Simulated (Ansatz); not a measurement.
Basis sets compared for `c1ccc2c(c1)-c1ccc3ccccc3c1-2`. The state is a singlet with charge 0. Geometry PBE-D4/def2-SVP. Ansatz on 4 threads of Arm Neoverse V1 on a shared host; times are rough, and most runs start from earlier orbitals.

Cartesian coordinates in Å:
```
C -1.7356 -0.9577 3.7844
C -1.8108 0.4200 3.5686
C -1.3032 1.0276 2.3772
C -0.7380 0.1662 1.4580
C -0.6612 -1.2502 1.6798
C -1.1478 -1.8436 2.8264
C 0.0213 -1.4122 0.3369
C 0.5940 -2.2850 -0.5934
C 1.0935 -1.6969 -1.7682
C 1.0299 -0.2952 -2.0145
C 1.5460 0.2754 -3.2185
C 1.4802 1.6391 -3.4507
C 0.8929 2.5126 -2.4880
C 0.3778 2.0090 -1.3070
C 0.4303 0.6072 -1.0360
C -0.0570 -0.0162 0.1225
H -2.1403 -1.3765 4.7186
H -2.2728 1.0583 4.3373
H -1.3720 2.1150 2.2258
H -1.0996 -2.9260 3.0170
H 0.6581 -3.3713 -0.4340
H 1.5566 -2.3329 -2.5391
H 2.0020 -0.3940 -3.9651
H 1.8835 2.0577 -4.3853
H 0.8493 3.5932 -2.6934
H -0.0771 2.6761 -0.5592
```

Binding counts from free atoms (C triplet, H doublet) in the same basis, without a counterpoise term.

| level | functions | energy (Eh) | HOMO (eV) | LUMO (eV) | binding per atom (eV) | wall time |
| --- | --- | --- | --- | --- | --- | --- |
| PBE-D4/def2-SVP | 274 | -614.4971 | -4.71 | -2.66 | 5.75 | 6 s |
| PBE0-D4/def2-SVP | 274 | -614.5441 | -5.50 | -1.93 | 5.62 | 12 s |

(1) Estimate the rows for PBE-D4/def2-TZVP (with forces), PBE0-D4/def2-TZVP.

## Answers

(1) 
| level | functions | energy (Eh) | HOMO (eV) | LUMO (eV) | binding per atom (eV) | wall time |
| --- | --- | --- | --- | --- | --- | --- |
| PBE-D4/def2-TZVP (with forces) | 556 | -615.1332 | -4.75 | -2.73 | 5.65 | 22 s |
| PBE0-D4/def2-TZVP | 556 | -615.1750 | -5.50 | -1.97 | 5.52 | 38 s |
